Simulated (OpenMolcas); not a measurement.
**Ge²⁺: effect of the active space**

* Program: OpenMolcas
* Method: MS-CASPT2 or its RAS form, IPEA 0.25 Eh, imaginary shift 0.1 Eh
* Basis: ANO-RCC-VTZP
* Scalar Hamiltonian: DKH2, point nucleus
* Spin-orbit coupling: RASSI with atomic mean-field integrals over the reference wave functions, term energies averaged over their components

A. 2 electrons in 4 orbitals (4s 4p); 2S+1 = 3 even, 3 roots; 2S+1 = 1 even, 7 roots; 2S+1 = 3 odd, 3 roots; 2S+1 = 1 odd, 3 roots; closed shells correlated: 3d; CASPT2 step roughly 1.2 core-seconds
B. 2 electrons in 8 orbitals (4s 4p 5s 5p); 2S+1 = 3 even, 3 roots; 2S+1 = 1 even, 7 roots; 2S+1 = 3 odd, 3 roots; 2S+1 = 1 odd, 3 roots; closed shells correlated: 3d; CASPT2 step about 2.5 core-seconds
C. 2 electrons in 9 orbitals (RAS2 4s 4p; RAS3 4d, at most 2 electrons); 2S+1 = 3 even, 3 roots; 2S+1 = 1 even, 7 roots; 2S+1 = 3 odd, 3 roots; 2S+1 = 1 odd, 3 roots; closed shells correlated: 3d; CASPT2 step of the order of 5 core-seconds

Energies in cm⁻¹ above 4s² ¹S₀, the measured ground level; measured values from Sugar and Musgrove, J. Phys. Chem. Ref. Data 22, 1213 (1993).

```
     Level      A      B      C  Measured
   4s² ¹S₀    0.0    0.0    0.0       0.0
4s 4p ³P°₀  60470  60460  60540     61734
4s 4p ³P°₁  61120  61110  61190     62500
4s 4p ³P°₂  62500  62490  62560     64144
4s 4p ¹P°₁  93440  93180  92200     91873
```

Deviations, from unrounded energies. A percentage is the sum of absolute deviations over the sum of measured energies, with the sign that they share, or ± where signs differ.

```json
{"Against measurement": "mean absolute deviation (cm-1)", "Levels": "4", "A": "1500", "B": "1400", "C": "1100"}
{"Against measurement": "other configurations (%)", "Levels": "4", "A": "±2.1", "B": "±2.0", "C": "±1.6"}
```

C lies closest to measurement on these levels and A furthest from it. The largest miss of C in the table is 4s 4p ³P°₂, by -1600 cm-1. The ranking rests on the paired levels alone, and a cruder setting can come out closer through cancelling errors.

Among A to C the level of the table that moves most is 4s 4p ¹P°₁, by 1200 cm-1 (lowest in C, highest in A). Moves below CASPT2's spread within the term are not significant.

Over all roots computed the reference weight is 0.90 to 0.97 in B; the roots of lowest weight are the least certain, and an intruder state may touch them. The run also gave levels led by 4s 5s, which use shells meant for correlation; these and all levels above them are left out (holds for B). Active for correlation alone: 4d; no level in the range computed is led by a configuration that fills it, so any true level of that kind is missing (holds for C). Computed and measured levels are paired by configuration, term and J; levels that our copy of the source lacks, or whose pairing is in doubt (as where it misses far off the trend of its configuration), stay unpaired and out of the deviations. Levels of configurations outside the active space are missing. The table leaves out levels that lie high or whose names do not pair safely across all columns.

° marks odd parity.
